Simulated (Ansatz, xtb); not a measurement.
Relaxing a trial structure of CH4BrSn

The starting geometry of this gas-phase doublet has its atoms placed at random.

```yaml
atoms:
  - { symbol: C, position_ang: [0.0911, 0.9962, -1.1234] }
  - { symbol: Br, position_ang: [-1.2539, -0.3352, 1.3549] }
  - { symbol: Sn, position_ang: [1.0169, -0.8431, -1.3506] }
  - { symbol: H, position_ang: [1.7074, 0.7853, -0.6123] }
  - { symbol: H, position_ang: [0.4748, 1.9129, -1.1096] }
  - { symbol: H, position_ang: [-0.9241, -1.5993, -1.1761] }
  - { symbol: H, position_ang: [-0.2279, 0.0182, -1.7564] }
```

Q: One run relaxed it with r2SCAN-D4/def2-SVP. What is a likely outcome?

A: It ends as `[CH3][SnH][Br]`. Distances that change by over a tenth: C1–H5 (0.99 → 1.10 Å), Sn3–H6 (2.09 → 1.74 Å). Contacts that open: Sn3–H4 (1.92 → 2.75 Å), Sn3–H7 (1.57 → 2.75 Å). Contacts that close: C1–H4 (1.71 → 1.10 Å), Br2–Sn3 (3.57 → 2.53 Å).

The energy falls by 9.23 eV over 38 steps:

| step | E − E(last) (eV) |
| --- | --- |
| 1 | 9.233 |
| 5 | 2.775 |
| 9 | 1.453 |
| 13 | 0.881 |
| 17 | 0.020 |
| 22 | 0.014 |
| 26 | 0.009 |
| 30 | 0.002 |
| 34 | 0.000 |
| 38 | 0.000 |

Final geometry (Å):

```xyz
7

C     0.5622    0.9173   -1.3088
Br   -0.5064   -0.8381    1.8007
Sn    0.2052   -1.1160   -0.6135
H     1.3824    1.3695   -0.7358
H    -0.3673    1.4821   -1.1400
H    -1.2011   -1.7857   -1.3962
H     0.8094    0.9061   -2.3799
```

From the same start GFN2-xTB reaches the same bonding as this run.

From so rough a start the end depends on the optimiser's path, so another program may land elsewhere. No frequencies were run, so the end isn't proven a minimum. Open shells are spin-unrestricted. Atoms past krypton carry core potentials, without spin–orbit terms. Run with Ansatz 0.2.0, 2.6 min on 2 threads of Intel(R) Xeon(R) Platinum 8488C (Sapphire Rapids), on a shared host.
